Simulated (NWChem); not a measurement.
Molecule: AlHSClF; SMILES [F][Al]([SH])[Cl]

```xyz
5

Al     0.3433     0.0304     0.0000
Cl    -0.6617     1.8520     0.0000
F      2.0005     0.0215     0.0000
S     -0.7273    -1.8443     0.0000
H      0.4190    -2.5636     0.0000
```
Atoms are numbered in this order, from 1.

Results from NWChem. Pople sets run with spherical d functions. The geometry was optimised at PBE0/def2-SVP. Total energies compare along this basis series because the functional is fixed.

| level | basis functions | energy (Ha) | highest occupied level (eV) | orbital gap (eV) | dipole (D) |
|---|---|---|---|---|---|
| PBE/STO-3G | 33 | -1186.9961 | -2.76 | 5.60 | 2.90 |
| PBE/3-21G | 50 | -1194.7495 | -7.22 | 4.99 | 1.91 |
| PBE/6-31G* | 70 | -1200.7948 | -7.01 | 5.06 | 1.25 |
| PBE/6-31+G* | 86 | -1200.8090 | -7.15 | 4.92 | 1.20 |
| PBE/6-311G** | 102 | -1200.9149 | -7.17 | 5.07 | 1.26 |
| PBE/6-311++G** | 119 | -1200.9227 | -7.18 | 4.92 | 1.18 |
